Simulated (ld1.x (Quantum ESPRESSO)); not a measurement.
# Reading a pseudo-wave (vanadium)

Columns: radius, all-electron u(r) and pseudo u(r) of the 3p shell (level -44.08 eV) of vanadium in the configuration [Ne] 3s2 3p6 3d3 4s2 4p0; PW91, scalar-relativistic, TM scheme, ld1.x (Quantum ESPRESSO) 7.5.

```json
{"r (bohr)": "0.098", "all-electron": "0.4285", "pseudo": "-0.0372"}
{"r (bohr)": "0.195", "all-electron": "0.5259", "pseudo": "-0.1419"}
{"r (bohr)": "0.292", "all-electron": "0.2339", "pseudo": "-0.2995"}
{"r (bohr)": "0.390", "all-electron": "-0.1786", "pseudo": "-0.4896"}
{"r (bohr)": "0.488", "all-electron": "-0.5482", "pseudo": "-0.6834"}
{"r (bohr)": "0.585", "all-electron": "-0.8156", "pseudo": "-0.8522"}
{"r (bohr)": "0.682", "all-electron": "-0.9798", "pseudo": "-0.9770"}
{"r (bohr)": "0.780", "all-electron": "-1.0566", "pseudo": "-1.0469"}
{"r (bohr)": "0.878", "all-electron": "-1.0659", "pseudo": "-1.0605"}
{"r (bohr)": "0.975", "all-electron": "-1.0301", "pseudo": "-1.0286"}
{"r (bohr)": "1.072", "all-electron": "-0.9664", "pseudo": "-0.9662"}
{"r (bohr)": "1.170", "all-electron": "-0.8866", "pseudo": "-0.8866"}
{"r (bohr)": "1.268", "all-electron": "-0.8003", "pseudo": "-0.8003"}
{"r (bohr)": "1.365", "all-electron": "-0.7144", "pseudo": "-0.7144"}
{"r (bohr)": "1.463", "all-electron": "-0.6309", "pseudo": "-0.6309"}
{"r (bohr)": "1.560", "all-electron": "-0.5538", "pseudo": "-0.5538"}
{"r (bohr)": "1.658", "all-electron": "-0.4825", "pseudo": "-0.4825"}
{"r (bohr)": "1.755", "all-electron": "-0.4190", "pseudo": "-0.4190"}
{"r (bohr)": "1.852", "all-electron": "-0.3624", "pseudo": "-0.3624"}
{"r (bohr)": "1.950", "all-electron": "-0.3120", "pseudo": "-0.3120"}
{"r (bohr)": "2.047", "all-electron": "-0.2683", "pseudo": "-0.2683"}
{"r (bohr)": "2.145", "all-electron": "-0.2298", "pseudo": "-0.2298"}
{"r (bohr)": "2.242", "all-electron": "-0.1969", "pseudo": "-0.1969"}
{"r (bohr)": "2.340", "all-electron": "-0.1681", "pseudo": "-0.1681"}
{"r (bohr)": "2.438", "all-electron": "-0.1433", "pseudo": "-0.1433"}
{"r (bohr)": "2.535", "all-electron": "-0.1223", "pseudo": "-0.1223"}
```

(1) How many radial nodes do the two functions have?

(2) At about which radius was the pseudo-wave matched?

(3) Where does each function peak?

(4) Is the pseudo-wave norm-conserving?

Answers

(1) The all-electron 3p function has n − l − 1 = 1; the pseudo-wave has 0, since the states of the same l below it are removed with the core.

(2) 1.20 bohr. The columns agree to 0.0005 from 1.07 bohr on; several derivatives are matched, so the curves merge somewhat inside the radius.

(3) Outermost all-electron maximum near 0.88 bohr, pseudo maximum near 0.88 bohr (to the table’s step).

(4) Yes: the TM scheme keeps the norm inside the radius equal to the all-electron one, which fixes the energy derivative of the logarithmic derivative at the level.
